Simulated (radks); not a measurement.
Values are calculated unless marked as measured or tabulated.
V5+, 18 electrons, occupied as [Ar].

Level of theory: scalar-relativistic Kohn-Sham, r2SCAN, spin-polarised, spherical densities, finite nucleus; meta-GGA in the generalised Kohn-Sham scheme; Fermi nuclear charge, rms radius 3.6002 fm (a radial shooting solver on a logarithmic mesh with Libxc functionals).

Energy parts (eV):
| part | energy |
|---|---|
| total | -25668.344 |
| kinetic | 25912.851 |
| electron-nucleus | -59649.601 |
| Hartree | 9241.661 |
| exchange-correlation | -1173.255 |

Orbitals (lengths in bohr, moments of r in powers of bohr):
| orbital | occ. | eigenvalue (eV) | <r^4> |
|---|---|---|---|
| 1s | 2 | -5465.704 | 0.00009107 |
| 2s | 2 | -692.6151 | 0.02186 |
| 2p | 6 | -590.4715 | 0.01744 |
| 3s | 2 | -146.9260 | 1.366 |
| 3p | 6 | -118.4505 | 1.723 |

The highest occupied level is 3p at -118.45 eV. Summed over all electrons, <r^2> = 8.854 bohr^2, which gives a Langevin (diamagnetic) susceptibility term of -7.01 x 10^-6 cm^3/mol.
